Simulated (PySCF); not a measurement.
A species of formula C3H12ClFSi3 has this rotational fingerprint, computed with PBE0/pcSseg-1 in PySCF (dipole) on a GFN2-xTB geometry, gas phase:

```
Rotational constants : A = 1149, B = 707.9, C = 602.5 MHz
Dipole components    : |μa| = 1.43 D, |μb| = 0.27 D, |μc| = 0.29 D
Inertial defect      : -314.93 u·Å²
κ                    : -0.61
```

Problem. Which candidate fits, each taken in the one conformer that was computed?
A. `[F:1][CH2:2][Si:3]([SiH3:4])([SiH3:5])[CH2:6][CH2:7][Cl:8]` with F1–C2–Si3–Si4 -78°, C2–Si3–C6–C7 85°, Si3–C6–C7–Cl8 -59°
B. `[CH3:1][C@@H:2]([Cl:3])[CH2:4][SiH2:5][SiH2:6][SiH2:7][F:8]` with C1–C2–C4–Si5 -167°, C2–C4–Si5–Si6 80°, C4–Si5–Si6–Si7 18°, Si5–Si6–Si7–F8 28°
C. `[CH3:1][Si@@:2]([Cl:3])([CH2:4][SiH3:5])[CH2:6][SiH2:7][F:8]` with C1–Si2–C4–Si5 -54°, C1–Si2–C6–Si7 -174°, Si2–C6–Si7–F8 67°

Solution. B. It is C[C@@H](Cl)C[SiH2][SiH2][SiH2]F, an asymmetric top, point group C1. The candidates at the same level (rigid rotor, commonest isotopes):

```json
{"SMILES": "FC[Si]([SiH3])([SiH3])CCCl", "A (MHz)": "1114", "B (MHz)": "591.1", "C (MHz)": "585.2", "μa (D)": "1.06", "μb (D)": "2.30", "μc (D)": "1.30", "Δ (u·Å²)": "-445.00", "point group": "C1", "rotor": "near-prolate asymmetric top"}
{"SMILES": "C[Si@@](Cl)(C[SiH3])C[SiH2]F", "A (MHz)": "1134", "B (MHz)": "625.9", "C (MHz)": "519.7", "μa (D)": "0.49", "μb (D)": "0.78", "μc (D)": "1.89", "Δ (u·Å²)": "-280.82", "point group": "C1", "rotor": "asymmetric top"}
{"SMILES": "C[C@@H](Cl)C[SiH2][SiH2][SiH2]F", "A (MHz)": "1149", "B (MHz)": "707.9", "C (MHz)": "602.5", "μa (D)": "1.43", "μb (D)": "0.27", "μc (D)": "0.29", "Δ (u·Å²)": "-314.93", "point group": "C1", "rotor": "asymmetric top"}
```

`FC[Si]([SiH3])([SiH3])CCCl` has B 17 % too low; `C[Si@@](Cl)(C[SiH3])C[SiH2]F` has C 14 % too low. No structure here is proved a minimum.
